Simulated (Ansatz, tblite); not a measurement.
Forces on the cluster H₄W₂⁻ at its r2SCAN-D4/def2-TZVPD geometry. Charge -1, multiplicity 2.

In the def2 sets W takes a core potential; there is no spin–orbit coupling. The xTB rows come from tblite. At PBE-D4/def2-TZVPD the highest occupied level of the charge -1 doublet lies above zero (up to 1.03 eV). It is a level of α spin, whose loss leaves a singlet; that state wasn't run at this geometry and level. The electron is either unbound and held by the finite basis, or the level is raised by self-interaction error. No other spin state of charge -1 was run. The geometry of the doublet was relaxed on an unsound state (⟨S²⟩ 1.12, where a pure state has 0.75). Another isomer (doublet) lies 0.13 eV lower at PBE0-D4/def2-TZVPD; other spin states weren't run for this one.

GFN1-xTB (tblite), largest force 52.50 eV/Å:

```xyz
6
positions Å, forces eV/Å
W     0.312   -0.694    0.762   15.589  -34.601   36.275
W    -0.327    0.723   -0.755  -15.570   34.554  -36.309
H     1.255    0.703   -1.464   -0.349   -0.320   -0.198
H     1.467    0.435    1.399   -0.495   -0.009    0.232
H    -1.281   -0.709    1.451    0.361    0.349    0.239
H    -1.426   -0.457   -1.392    0.464    0.028   -0.239
```

GFN2-xTB (tblite), largest force 24.15 eV/Å:

```
W 6.631 -14.560 18.087
W -6.549 14.411 -18.177
H -1.417 0.185 0.208
H -0.944 -1.091 -0.114
H 1.440 -0.113 -0.142
H 0.839 1.168 0.137
```

PBE-D4/def2-TZVPD (Ansatz), largest force 0.11 eV/Å:

```
W 0.013 -0.052 -0.087
W 0.027 -0.033 -0.010
H 0.088 0.048 0.045
H 0.023 0.056 -0.004
H -0.054 0.013 0.005
H -0.097 -0.031 0.051
```
